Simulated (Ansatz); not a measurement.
Two shapes of singlet BF3.

Shape 1:

```xyz
4

B     0.0136   -0.0481   -0.0022
F     1.2932    0.0440   -0.0166
F    -0.6680    1.1296   -0.0481
F    -0.6646   -1.1204    0.0469
```

Shape 2:

```xyz
4

B     0.0000    0.0000    0.0000
F     1.4152    0.0000    0.0000
F    -0.7076    1.2256    0.0000
F    -0.7076   -1.2256    0.0000
```

Basis set: cc-pVDZ (spherical functions). Correlated methods keep 4 orbitals frozen. Charge 0, multiplicity 1.

Computed with Ansatz (development build ahead of 0.2.0); each method stands on the lowest determinant of its kind that the runs found.

(1) Which shape is lower in energy, and by how much in each method?

Results:

(1)

```json
{"method": "RHF", "E(2) − E(1) (eV)": "0.692"}
{"method": "RHF-MP2", "E(2) − E(1) (eV)": "0.320"}
```

Shape 1 is lower.
